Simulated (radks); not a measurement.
Values are calculated unless marked as measured or tabulated.
All-electron atom: the gold ion Au3+ in [Xe] 4f14 5d8. Code: a radial shooting solver on a logarithmic mesh with Libxc functionals. Model: Dirac Kohn-Sham, BLYP, spin-unpolarised, spherical densities, point nucleus; open shells are shared between the two j in proportion to 2j + 1; speed of light set to 274.072 atomic units (2 times the physical value, a model run).

Unscreened Slater integrals over Kohn-Sham orbitals (eV). Large and small components are both included. Empty in this configuration: 6s1/2.

integral,value
"F0(5d5/2,5d5/2)",17.209
"F2(5d5/2,5d5/2)",8.9909
"F4(5d5/2,5d5/2)",5.9816
"F0(5d5/2,5d3/2)",17.275
"F2(5d5/2,5d3/2)",9.0255
"G2(5d5/2,5d3/2)",9.0242
"G4(5d5/2,5d3/2)",6.0045
"F0(5d5/2,5p3/2)",19.215
"F2(5d5/2,5p3/2)",9.7549
"G1(5d5/2,5p3/2)",12.026
"G3(5d5/2,5p3/2)",7.4616
"F0(5d5/2,5p1/2)",19.346
"G3(5d5/2,5p1/2)",7.3706
"F0(5d5/2,6s1/2)",11.737
"G2(5d5/2,6s1/2)",2.2282
"F0(5d3/2,5d3/2)",17.342
"F2(5d3/2,5d3/2)",9.0615
"F0(5d3/2,5p3/2)",19.311
"F2(5d3/2,5p3/2)",9.8330
"G1(5d3/2,5p3/2)",12.164
"G3(5d3/2,5p3/2)",7.5479
"F0(5d3/2,5p1/2)",19.445
"G1(5d3/2,5p1/2)",12.024
"F0(5d3/2,6s1/2)",11.754
"G2(5d3/2,6s1/2)",2.1820
"F0(5p3/2,5p3/2)",22.237
"F2(5p3/2,5p3/2)",12.007
"F0(5p3/2,5p1/2)",22.455
"G2(5p3/2,5p1/2)",12.108
"F0(5p3/2,6s1/2)",12.207
"G1(5p3/2,6s1/2)",0.89844
"F0(5p1/2,5p1/2)",22.682
"F0(5p1/2,6s1/2)",12.236
"G1(5p1/2,6s1/2)",0.86368
"F0(6s1/2,6s1/2)",9.9241
